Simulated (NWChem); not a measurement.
System: CH₆ClNOSi; SMILES CN[Si@H](O)Cl

Input file for NWChem:

```
start job
memory heap 200 mb stack 900 mb global 1100 mb
geometry units angstroms noautosym nocenter noautoz
  C      0.557834    -2.508908    -0.117484
  N      0.852002    -1.103175     0.032421
  Si    -0.270134     0.131949     0.362861
  O     -1.611761    -0.167125    -0.559241
  Cl     0.682167     1.905929    -0.129562
  H     -0.531258    -2.656785    -0.157943
  H      0.965698    -2.913057    -1.059853
  H      0.949964    -3.125148     0.712359
  H      1.828721    -0.847879    -0.049636
  H     -0.721597     0.311650     1.771334
  H     -2.435439     0.219471    -0.247276
end
basis spherical
  C library pcsseg-1
  N library pcsseg-1
  Si library pcsseg-1
  O library pcsseg-1
  Cl library pcsseg-1
  H library pcsseg-1
end
dft
  xc xpbe96 cpbe96
  iterations 150
end
property
  shielding
  efieldgrad
end
task dft property
```

NWChem printed, in part:

```
             Northwest Computational Chemistry Package (NWChem) 7.3.0
             --------------------------------------------------------

                             Geometry "geometry" -> ""
                             -------------------------

 Output coordinates in angstroms (scale by  1.889725989 to convert to a.u.)

  No.       Tag          Charge          X              Y              Z
 ---- ---------------- ---------- -------------- -------------- --------------
    1 C                    6.0000     0.55783400    -2.50890800    -0.11748400
    2 N                    7.0000     0.85200200    -1.10317500     0.03242100
    3 Si                  14.0000    -0.27013400     0.13194900     0.36286100
    4 O                    8.0000    -1.61176100    -0.16712500    -0.55924100
    5 Cl                  17.0000     0.68216700     1.90592900    -0.12956200
    6 H                    1.0000    -0.53125800    -2.65678500    -0.15794300
    7 H                    1.0000     0.96569800    -2.91305700    -1.05985300
    8 H                    1.0000     0.94996400    -3.12514800     0.71235900
    9 H                    1.0000     1.82872100    -0.84787900    -0.04963600
   10 H                    1.0000    -0.72159700     0.31165000     1.77133400
   11 H                    1.0000    -2.43543900     0.21947100    -0.24727600

 Effective nuclear repulsion energy (a.u.)     302.4806451379

  pbe96 is a nonlocal functional; adding pw91lda local functional.
                              NWChem Property Module
                              ----------------------

  itol2e modified to match energy
  convergence criterion.

                                 NWChem DFT Module
                                 -----------------

 Summary of "ao basis" -> "ao basis" (spherical)
 ------------------------------------------------------------------------------
       Tag                 Description            Shells   Functions and Types
 ---------------- ------------------------------  ------  ---------------------
 C                          pcsseg-1                 7       17   3s3p1d
 N                          pcsseg-1                 7       17   3s3p1d
 Si                         pcsseg-1                10       24   4s5p1d
 O                          pcsseg-1                 7       17   3s3p1d
 Cl                         pcsseg-1                10       24   4s5p1d
 H                          pcsseg-1                 3        5   2s1p

  itol2e modified to match energy
  convergence criterion.

            General Information
            -------------------
          SCF calculation type: DFT
          Wavefunction type:  closed shell.
          No. of atoms     :    11
          No. of electrons :    58
           Alpha electrons :    29
            Beta electrons :    29
          Charge           :     0
          Spin multiplicity:     1
          Use of symmetry is: off; symmetry adaption is: off
          Maximum number of iterations: 150
          AO basis - number of functions:   129
                     number of shells:    59
          Convergence on energy requested:  1.00D-07
          Convergence on density requested:  1.00D-05
          Convergence on gradient requested:  5.00D-04

              XC Information
              --------------
          PerdewBurkeErnzerhof Exchange Functional  1.000
            Perdew 1991 LDA Correlation Functional  1.000 local
           PerdewBurkeErnz. Correlation Functional  1.000 non-local

[...]

          -----------------------------------------
          Chemical Shielding Tensors (GIAO, in ppm)
          -----------------------------------------

                                NWChem CPHF Module
                                ------------------

  scftype          =     RHF
  nclosed          =       29
  nopen            =        0
  variables        =     2900
  # of vectors     =        3
  tolerance        = 0.10D-03
  level shift      = 0.00D+00
  max iterations   =       50
  max subspace     =       30

 SCF residual:    2.3419646122202651E-005

Iterative solution of linear equations
  No. of variables     2900
  No. of equations        3
  Maximum subspace       30
        Iterations       50
       Convergence  1.0D-04

   iter   nsub   residual    time
   ----  ------  --------  ---------
     1      3    7.39D-06      84.8

      Atom:    1  C
        Diamagnetic
    239.0831      2.1789      0.6816
      2.1789    260.3833      1.7575
      0.6816      1.7575    239.4886

        Paramagnetic
   -113.5288      7.4108      3.6729
      7.4108    -78.6257      0.2529
      3.6729      0.2529    -95.2575

        Total Shielding Tensor
    125.5543      9.5897      4.3545
      9.5897    181.7576      2.0104
      4.3545      2.0104    144.2311

           isotropic =     150.5143
          anisotropy =      49.5310

          Principal Components and Axis System
                 1           2           3
              183.5350    144.7978    123.2103

      1         0.1678      0.1729      0.9705
      2         0.9834     -0.0982     -0.1526
      3         0.0689      0.9800     -0.1865

      Atom:    2  N
        Diamagnetic
    327.3959     -4.1202     -4.8674
     -4.1202    337.5509      7.1266
     -4.8674      7.1266    301.7622

        Paramagnetic
    -86.0694    -11.1148     -0.7309
    -11.1148   -107.4277      1.1366
     -0.7309      1.1366   -118.2010

        Total Shielding Tensor
    241.3265    -15.2350     -5.5982
    -15.2350    230.1233      8.2632
     -5.5982      8.2632    183.5612

           isotropic =     218.3370
          anisotropy =      52.3108

          Principal Components and Axis System
                 1           2           3
              253.2109    219.8204    181.9797

      1         0.8046      0.5914      0.0540
      2        -0.5787      0.8012     -0.1523
      3        -0.1333      0.0913      0.9869

      Atom:    3  Si
        Diamagnetic
    883.4593      2.3619      0.6459
      2.3619    886.1287     -0.4366
      0.6459     -0.4366    875.7981

        Paramagnetic
   -509.5341    -17.7915     28.0379
    -17.7915   -511.1255    -21.0062
     28.0379    -21.0062   -541.4548

        Total Shielding Tensor
    373.9252    -15.4296     28.6838
    -15.4296    375.0032    -21.4428
     28.6838    -21.4428    334.3433

           isotropic =     361.0906
          anisotropy =      69.1853

          Principal Components and Axis System
                 1           2           3
              407.2141    359.5218    316.5359

      1         0.6606      0.6438     -0.3862
      2        -0.6088      0.7604      0.2261
      3         0.4392      0.0858      0.8943

      Atom:    4  O
        Diamagnetic
    408.3479     -2.3134      8.7355
     -2.3134    378.1123      5.1502
      8.7355      5.1502    380.7798

        Paramagnetic
   -168.3234     10.8982     13.5397
     10.8982   -134.9533      0.2041
     13.5397      0.2041   -104.1542

        Total Shielding Tensor
    240.0245      8.5847     22.2752
      8.5847    243.1590      5.3544
     22.2752      5.3544    276.6255

           isotropic =     253.2697
          anisotropy =      53.2346

          Principal Components and Axis System
                 1           2           3
              288.7594    243.6174    227.4322

      1         0.4353      0.2448      0.8663
      2         0.1854      0.9173     -0.3524
      3         0.8810     -0.3140     -0.3539

      Atom:    5  Cl
        Diamagnetic
   1148.0508      3.3220     -0.7048
      3.3220   1153.4918     -1.5623
     -0.7048     -1.5623   1145.6695

        Paramagnetic
   -308.9314    109.6980    -30.3712
    109.6980   -241.0698    -78.8584
    -30.3712    -78.8584   -375.6126

        Total Shielding Tensor
    839.1194    113.0200    -31.0760
    113.0200    912.4220    -80.4206
    -31.0760    -80.4206    770.0570

           isotropic =     840.5328
          anisotropy =     272.6658

          Principal Components and Axis System
                 1           2           3
             1022.3100    771.8464    727.4419

      1         0.5364      0.7773     -0.3288
      2         0.7827     -0.3125      0.5383
      3        -0.3156      0.5461      0.7760

      Atom:    6  H
        Diamagnetic
     34.7296      4.2067      1.0990
      4.2067     31.0962      0.8239
      1.0990      0.8239     20.3604

        Paramagnetic
     -5.1788     -1.6146     -0.1916
     -1.6146      0.6013     -0.3328
     -0.1916     -0.3328      3.4777

        Total Shielding Tensor
     29.5509      2.5920      0.9073
      2.5920     31.6975      0.4910
      0.9073      0.4910     23.8381

           isotropic =      28.3622
          anisotropy =       7.7308

          Principal Components and Axis System
                 1           2           3
               33.5161     27.8741     23.6964

      1         0.5597      0.8154     -0.1476
      2         0.8233     -0.5675     -0.0129
      3         0.0942      0.1143      0.9890

      Atom:    7  H
        Diamagnetic
     23.3784     -2.6000     -4.0862
     -2.6000     30.9138      7.2234
     -4.0862      7.2234     32.1729

        Paramagnetic
      0.5427      1.6710      2.1819
      1.6710      0.9659     -2.7272
      2.1819     -2.7272     -2.7835

        Total Shielding Tensor
     23.9211     -0.9291     -1.9043
     -0.9291     31.8796      4.4961
     -1.9043      4.4961     29.3893

[...]
```

Level: PBE/pcSseg-1, GIAO. Geometry: optimised at PBE0/def2-SVP. NWChem prints the field gradient with the sign opposite to the second derivative of the potential. The printed shielding anisotropy is the first printed principal value minus the mean of the other two.
